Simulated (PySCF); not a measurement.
Computed with PBE-D3(BJ)/def2-TZVP // B3LYP-D3(BJ)/def2-SVP in PySCF. Gas-phase values, no solvent. One relaxed conformer stands for a flexible species; it need not be the lowest. Excitations are Tamm–Dancoff values on a coarser integration grid. The basis has no diffuse functions, so Rydberg states are missing or too high.

Reference species (SMILES): `C(C)[Si](I)(I)I` (C–C–Si–I torsion 180°) (neutral, multiplicity 1).

| Quantity | Value |
|---|---|
| HOMO–LUMO gap | 3.64 eV |
| S1 excitation (TDA) | 3.77 eV |

Changed species: `I[Si](I)(I)I` (4 of 4 C2H5 replaced by I; the reference has 3 of 4 C2H5 replaced by I).

Q: Give the shifts of the HOMO–LUMO gap and S1 excitation (TDA).

A: the HOMO–LUMO gap falls by 0.60 eV, to 3.04 eV; the S1 excitation (TDA) drops by 0.62 eV, to 3.15 eV.
